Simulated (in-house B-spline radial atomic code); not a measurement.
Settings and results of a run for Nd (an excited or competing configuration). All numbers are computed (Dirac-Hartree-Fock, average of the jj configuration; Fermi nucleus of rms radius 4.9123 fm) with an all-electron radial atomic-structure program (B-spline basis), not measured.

In the input, a minus or plus after the letter marks the j = l - 1/2 or j = l + 1/2 subshell.

Command:
```bash
python run_scf.py task.json out
```
Settings (nuclear radius in fm, mass in u):
```
Z                60
configuration    1s2 2s2 2p6 3s2 3p6 3d10 4s2 4p6 4d10 4f-3 5s2 5p6 6s2 7s1
hamiltonian      dirac
method           hf
spin_polarised   False
nucleus          fermi
rms_radius       4.9123
atomic_mass      141.90773
speed_of_light   137.035999084
```

Output (hartree, bohr):
```
 radial grid: 89 intervals, B-splines of order 8, outer radius 85 bohr

 iter        energy (Eh)    residual
    1       -9612.568793    6.17e-01
    2       -9618.428101    4.43e-01
    3       -9624.564157    1.03e-01
    4       -9625.049012    2.73e-02
    5       -9625.088619    8.75e-03
    6       -9625.092535    4.34e-03
    7       -9625.092912    8.42e-04
    8       -9625.092927    1.21e-04
    9       -9625.092928    1.66e-05
   10       -9625.092928    2.10e-06
   11       -9625.092928    5.83e-08

 total energy                     -9625.09293
 kinetic                           10378.8518
 electron-nucleus                 -23496.7172
 electron-electron                  3492.7725

 first-order corrections (not in the total)
   Gaunt                             9.2831
   retardation                      -0.9707
   frequency dependence             -0.1127
   self-energy                       6.4166
   Uehling                          -0.9751
   Wichmann-Kroll                    0.0276
   recoil                            0.0244

 orbital      occ     eigenvalue          <r>       <r^2>       <1/r>       r_max    small
 1s1/2      2.000     -1610.8583    0.0236251 0.000759708     66.0443      0.0151  4.95e-02
 2s1/2      2.000      -265.0229     0.100379   0.0119537     15.6527     0.08556  1.08e-02
 2p1/2      2.000      -250.0914     0.084315  0.00877201     15.5923     0.06516  1.08e-02
 2p3/2      4.000      -230.9220    0.0906849   0.0100167     14.0245     0.07057  1.02e-02
 3s1/2      2.000       -59.6439     0.264885   0.0803077     5.68887      0.2433  3.38e-03
 3p1/2      2.000       -53.2627     0.255074   0.0756334     5.58955      0.2307  3.31e-03
 3p3/2      4.000       -49.3249     0.267135   0.0827522     5.20216      0.2421  3.13e-03
 3d3/2      4.000       -38.3659     0.239093   0.0673633     5.05379      0.1942  2.98e-03
 3d5/2      6.000       -37.4833     0.242606   0.0691842     4.95978      0.1974  2.93e-03
 4s1/2      2.000       -13.0163     0.606093    0.414038     2.34235      0.5646  1.03e-03
 4p1/2      2.000       -10.5657     0.623591    0.441795     2.23467       0.573  9.59e-04
 4p3/2      4.000        -9.6321     0.649314    0.478706     2.11336      0.5965  9.03e-04
 4d3/2      4.000        -5.5804     0.699736    0.567251     1.88948      0.6143  7.48e-04
 4d5/2      6.000        -5.2589     0.708854    0.581534      1.8566      0.6219  7.30e-04
 4f5/2      3.000        -0.8439     0.939044     1.11548     1.36573      0.6537  4.22e-04
 5s1/2      2.000        -2.2085      1.45808      2.3821    0.902528       1.315  2.16e-04
 5p1/2      2.000        -1.4341      1.61949     2.96215     0.80707       1.428  1.78e-04
 5p3/2      4.000        -1.2840      1.70477     3.28323     0.75901       1.497  1.60e-04
 6s1/2      2.000        -0.3088      3.92406     17.2408    0.317507       3.458  3.02e-05
 7s1/2      1.000        -0.0729      10.7411     127.514    0.111545       9.659  3.57e-06
```

Run time, properties included: 3.7 s on 1 thread of Arm Neoverse V1 (shared host).

For the Dirac Hamiltonian the kinetic term is c α·p + (β - 1)c².
